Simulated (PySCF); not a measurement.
**How exact exchange moves a shielding**

Molecule: `CN1[SiH2]CC1=S`, C3H7NSSi.

Numbering as in the mapped SMILES `[CH3:1][N:2]1[SiH2:3][CH2:4][C:5]1=[S:6]` (H(Xn): hydrogen on atom n).

GIAO shieldings (ppm, equivalent atoms averaged) in PySCF 2.14 on the PBE0-D3(BJ)/def2-SVP geometry, basis pcSseg-1, gas phase, non-relativistic:

| functional | exact exchange (%) | σ(C1) | σ(N2) | σ(Si3) | σ(S6) |
| --- | --- | --- | --- | --- | --- |
| BLYP | 0 | 144.8 | 63.8 | 343.0 | 133.7 |
| BP86 | 0 | 148.8 | 68.8 | 348.8 | 156.6 |
| PBE | 0 | 149.5 | 69.1 | 350.3 | 157.2 |
| B3LYP | 20 | 148.6 | 70.5 | 353.8 | 148.8 |
| PBE0 | 25 | 153.7 | 76.8 | 363.8 | 176.3 |
| mPW1PW91 | 25 | 152.7 | 75.7 | 362.0 | 171.7 |
| HF | 100 | 162.2 | 97.6 | 406.8 | 267.2 |

(1) Fit each shielding as a line in the percentage of exact exchange.

(2) What does the line predict for BHandHLYP (50 %), and what does the run give?

Answers

(1) σ(C1) = 147.9 + 0.15 x (rms 1.8 ppm); σ(N2) = 67.2 + 0.31 x (rms 2.1 ppm); σ(Si3) = 346.7 + 0.60 x (rms 2.9 ppm); σ(S6) = 144.1 + 1.19 x (rms 10.9 ppm). The functionals also differ in their semilocal parts, which the line can't hold; Hartree–Fock has no correlation at all.

(2) σ(C1): 155.4 predicted, 153.9 computed; σ(N2): 82.7 predicted, 80.4 computed; σ(Si3): 376.7 predicted, 371.9 computed; σ(S6): 203.6 predicted, 181.5 computed ppm.
